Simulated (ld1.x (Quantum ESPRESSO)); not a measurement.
# Plane-wave convergence, TM potential for W (Z = 74)

tungsten, norm-conserving Troullier–Martins (Kleinman–Bylander form), made with ld1.x (Quantum ESPRESSO) 7.5 (PBE, scalar-relativistic). Core [Kr] 4d10 4f14, reference 5s2 5p6 5d4 6s0 6p0 (charge +2). Waves: 5p (bound): rc 1.60 bohr; 5d (bound): rc 1.70 bohr; 5s (bound): rc 1.45 bohr. Local part: the s channel. Core correction: Bessel-smoothed model core inside 0.80 bohr.

The pseudo-atom Hamiltonian at the reference potential is diagonalised in spherical Bessel functions j_l(qr) that vanish at 20 bohr, with q² up to the cutoff. All-electron valence levels (Ry): 5p -4.3584, 6p -0.9551, 5d -1.4612, 5s -6.9935, 6s -1.4174.

Problem. How do the lowest levels (Ry) of each channel move with the cutoff, and are there ghosts?

Solution.

| cutoff (Ry) | p #1 | p #2 | p #3 | d #1 | d #2 | s #1 | s #2 | s #3 | f #1 | f #2 | Σ f·Δε (mRy) |
| --- | --- | --- | --- | --- | --- | --- | --- | --- | --- | --- | --- |
| 8 | -3.7578 | -0.8540 | -0.3657 | -1.1243 | -0.4157 | -6.5786 | -1.4072 | -0.5406 | -0.3195 | -0.1787 | 5781.0 |
| 15 | -4.3071 | -0.9488 | -0.3961 | -1.3625 | -0.4604 | -6.6343 | -1.4353 | -0.5526 | -0.3232 | -0.1813 | 1421.2 |
| 25 | -4.3290 | -0.9559 | -0.3986 | -1.4540 | -0.4761 | -6.8829 | -1.4549 | -0.5569 | -0.3249 | -0.1825 | 426.3 |
| 40 | -4.3528 | -0.9592 | -0.3997 | -1.4610 | -0.4774 | -6.9725 | -1.4774 | -0.5635 | -0.3251 | -0.1827 | 76.9 |
| 55 | -4.3576 | -0.9609 | -0.4002 | -1.4612 | -0.4774 | -6.9784 | -1.4783 | -0.5639 | -0.3252 | -0.1827 | 35.5 |
| 80 | -4.3582 | -0.9610 | -0.4003 | -1.4612 | -0.4774 | -6.9920 | -1.4796 | -0.5642 | -0.3252 | -0.1828 | 4.7 |
| 110 | -4.3584 | -0.9611 | -0.4003 | -1.4612 | -0.4774 | -6.9929 | -1.4801 | -0.5643 | -0.3252 | -0.1828 | 1.4 |
| 160 | -4.3584 | -0.9611 | -0.4003 | -1.4612 | -0.4774 | -6.9935 | -1.4801 | -0.5644 | -0.3252 | -0.1828 | 0.1 |
| 400 | -4.3584 | -0.9611 | -0.4003 | -1.4612 | -0.4774 | -6.9935 | -1.4802 | -0.5644 | -0.3252 | -0.1828 | 0.0 |

Result: no extra level below or beside the all-electron valence levels (p, d, s, f tested); 10 mRy is reached at 80 Ry and 1 mRy at 120 Ry.

Its largest configuration-test error is +1686 meV.
